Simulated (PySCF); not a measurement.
BO, SMILES [B]=O, multiplicity 2.

Geometry: B3LYP-D3(BJ)/def2-TZVPD.

Calculation: PBE/def2-TZVPD (PySCF).

Q: Estimate the frontier levels, dipole moment and polarisability. (The exact figures need the calculation; the answer reports its results.)

A: 
```
Property                                                          Result
-----------------------------------------------  -----------------------
α spin, highest occupied and lowest empty level       -8.33 and -1.57 eV
β spin, highest occupied and lowest empty level       -9.13 and -5.45 eV
dipole moment                                                     2.17 D
mean static polarisability                          17.8 bohr³ (2.64 Å³)
polarisability, principal values                  16.5, 16.5, 20.4 bohr³
⟨S²⟩                                             0.760 (pure state 0.75)
```
